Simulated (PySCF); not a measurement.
Structure problem from calculated spectra and properties.

Elements present: C, H, O and Si. Monoisotopic mass: 150.0501 u.

| Quantity | Value |
| --- | --- |
| Dipole | 1.06 D [CAM-B3LYP/def2-SVPD] |
| UV, first state | lowest singlet excitation: 5.82 eV (213 nm, f = 0.331) [TDDFT CAM-B3LYP/def2-SVPD] |
| 1H NMR | chemical shifts (computed TMS as zero) by class: 7.29 (1 H), 6.39 (1 H), 6.26 (1 H), 6.12 (1 H), 5.93 (1 H), 4.50 (1 H), 4.03 (1 H), 3.54 (1 H), 1.81 (1 H), 1.67 (1 H) ppm [GIAO PBE0/pcSseg-1] |
| NMR, other nuclei | isotropic shieldings of nuclei other than C and H, by class: 29 (1 O), 373 (1 Si) ppm [GIAO PBE0/pcSseg-1] |
| Valence photoelectron | vertical ionisation energy: 7.99 eV [ΔSCF CAM-B3LYP/def2-SVPD] |
| Triplet | lowest triplet excitation (Tamm–Dancoff): 3.89 eV [TDA CAM-B3LYP/def2-SVPD] |
| 13C NMR | chemical shifts (computed TMS as zero) by class: 161.1 (1 C), 144.2 (1 C), 143.6 (1 C), 140.9 (1 C), 116.5 (1 C), 107.8 (1 C), 31.9 (1 C), 14.6 (1 C) ppm [GIAO PBE0/pcSseg-1] |
| Polarisability | 117.6 au [CAM-B3LYP/def2-SVPD] |
| Rotational structure | rotational constants A, B, C: 2.631, 0.756, 0.673 GHz [PBE0-D3(BJ)/def2-SVP] |

Gas-phase values; electronic properties from PySCF, density fitting. Levels stand in brackets. Isolated species at its PBE0-D3(BJ)/def2-SVP geometry (one conformer only). Each NMR value is the plain mean over a class of atoms that symmetry, rotation or inversion makes alike.

Question: Which formula fits the mass and the elements?

Answer: C8H10OSi (calculated 150.0501). No other formula that holds each of these elements comes within 0.0003 u with a fitting electron parity and a possible valence count.

Question: Give a SMILES that accounts for the data.

Answer: Numbering: `[CH:1]1=[CH:2][C@H:3]([c:4]2[cH:5][cH:6][cH:7][o:8]2)[SiH2:9][CH2:10]1`. Its formula, C8H10OSi, gives 5 degrees of unsaturation: 2 rings and 3 π bonds in the structure found (Kekulé form). 8 carbons fall into 8 classes; from least to most shielded: substituted aromatic carbon [C4] (161.1 ppm), aromatic CH next to a ring oxygen [C7] (144.2 ppm), alkene CH carbon [C1] (143.6 ppm), alkene CH carbon [C2] (140.9 ppm), aromatic CH carbon [C6] (116.5 ppm), aromatic CH carbon [C5] (107.8 ppm), ring sp3 carbon bound to silicon [C3] (31.9 ppm), ring sp3 carbon bound to silicon [C10] (14.6 ppm). Hydrogen classes from least to most shielded: 1 H on an aromatic CH next to a ring oxygen, C7 (7.29 ppm), 1 H on an aromatic CH carbon, C6 (6.39 ppm), 1 H on an alkene CH carbon, C1 (6.26 ppm), 1 H on an alkene CH carbon, C2 (6.12 ppm), 1 H on an aromatic CH carbon, C5 (5.93 ppm), 1 H on an SiH2 silicon, Si9 (4.50 ppm), 1 H on an SiH2 silicon, Si9 (4.03 ppm), 1 H on an sp3 carbon bound to silicon, C3 (3.54 ppm), 1 H on an sp3 carbon bound to silicon, C10 (1.81 ppm), 1 H on an sp3 carbon bound to silicon, C10 (1.67 ppm). The other shieldings belong to: 29 ppm, furan-type oxygen [O8]; 373 ppm, SiH2 silicon [Si9]. The first electron is taken from the HOMO, whose largest Löwdin shares are 0.24 on the aromatic CH next to a ring oxygen, 0.21 on the substituted aromatic carbon, 0.16 on an aromatic CH carbon and 0.12 on an aromatic CH carbon. The optimised geometry has point group C1 and is an asymmetric top. Structure: `C1=C[C@H](c2ccco2)[SiH2]C1`. Computed isomers that give other values at the same levels: `Cc1ccc([SiH3])cc1C=O` (rotational constant A: 2.332 GHz; this holds for the one conformer computed); `Cc1ccccc1C(=O)[SiH3]` (rotational constant A: 1.855 GHz; this holds for the one conformer computed). The assignments are read from this structure; whether some other isomer fits the data as well wasn't checked. The mirror image fits equally.
